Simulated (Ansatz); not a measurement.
`Br[Si]Br` and `O[Si]Br` differ in one atom or group.

Ansatz, PBE0-D4/def2-TZVP geometries, multiplicity 1. Each molecule was computed in one conformer, which needn't be the lowest.

Scalar relativity is left out up to krypton.

```
                                          property  `Br[Si]Br`
                HOMO energy (PBE0/def2-TZVPP) / eV       -7.54
             HOMO–LUMO gap (B3LYP/def2-TZVPP) / eV        4.13
size of the dipole moment (ωB97M-V/def2-TZVPP) / D        1.11
             HOMO energy (ωB97M-V/def2-TZVPP) / eV       -9.55
                LUMO energy (PBE0/def2-TZVPP) / eV       -3.08
    zero-point energy (PBE0-D4/def2-TZVP) / kJ/mol         5.6
```

(1) What does the change do to each property? (Estimate.)

Results:

(1) Computed: 
| property | `O[Si]Br` | shift |
| --- | --- | --- |
| HOMO energy (PBE0/def2-TZVPP) / eV | -7.54 | 0.00 |
| HOMO–LUMO gap (B3LYP/def2-TZVPP) / eV | 5.01 | 0.88 |
| size of the dipole moment (ωB97M-V/def2-TZVPP) / D | 1.03 | -0.08 |
| HOMO energy (ωB97M-V/def2-TZVPP) / eV | -9.59 | -0.04 |
| LUMO energy (PBE0/def2-TZVPP) / eV | -2.17 | 0.91 |
| zero-point energy (PBE0-D4/def2-TZVP) / kJ/mol | 39.7 | 34.1 |

The zero-point energy changes by 34.1 kJ/mol with +3 modes. Dipoles are sizes alone; their direction can turn.

B3LYP here is the variant with VWN-RPA as its local correlation; programs differ in this.

Spin–orbit coupling is left out; it splits and shifts lone-pair levels of the heavy atoms by tenths of an eV.
